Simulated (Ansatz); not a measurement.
Consider the ligand exchange at the Si–N bond: `F[SiH2]N[SiH3]` + `C#CNC` → `C#CN(C)[SiH2]F` + `N[SiH3]`.

Program: Ansatz. Geometries: PBE0-D4/def2-TZVP. ΔE: electronic, gas phase. CBS: MP2 limit from def2 TZ/QZ plus the TZ coupled-cluster correction, frozen cores. This one scheme is used for every species. One conformer a species, not always the lowest.

| species | CCSD/def2-TZVPP energy (Eh) |
| --- | --- |
| `F[SiH2]N[SiH3]` | -736.22019 |
| `C#CNC` | -171.65817 |
| `C#CN(C)[SiH2]F` | -561.14096 |
| `N[SiH3]` | -346.73355 |

Task: Work out ΔE.

Result: ΔE = (-561.14096) + (-346.73355) − (-736.22019) − (-171.65817) = 0.00385 Eh = +10.1 kJ/mol. CCSD(T)/CBS gives +9.7 kJ/mol.

Largest T1 diagnostic among the species: 0.012.

In def2-TZVPP, CCSD(T) changes the Hartree–Fock value by −7.0 kJ/mol (the triples alone add −1.2 kJ/mol) and MP2 by −9.4 kJ/mol.
